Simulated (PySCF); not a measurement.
CuH6N2, charge +1, multiplicity 1. Atoms are numbered in the order given.

```xyz
9

Cu     0.0000     0.0000     0.0000
N      0.0000     0.0000     1.9385
H     -0.9071     0.2696     2.3343
H      0.6870     0.6508     2.3343
H      0.2201    -0.9204     2.3343
N      0.0000     0.0000    -1.9385
H     -0.9071    -0.2696    -2.3343
H      0.6870    -0.6508    -2.3343
H      0.2201     0.9204    -2.3343
```
Charge +1, spin multiplicity 1.

The structure is a stationary point at B3LYP-D3(BJ)/def2-SVP. The spin state was assumed, not searched.

Computed with r2SCAN/def2-TZVPD (PySCF).

The total energy is -1753.47105 hartree. The point group comes out as D3 and the highest occupied level is -10.33 eV. The lowest empty level is -5.34 eV. The orbital gap is 4.99 eV. The dipole moment about the centre of nuclear charge is 0.00 D. The mean static polarisability is 38.3 bohr³ (5.67 Å³) and the polarisability, principal values comes out as 35.0, 35.0, 44.9 bohr³.
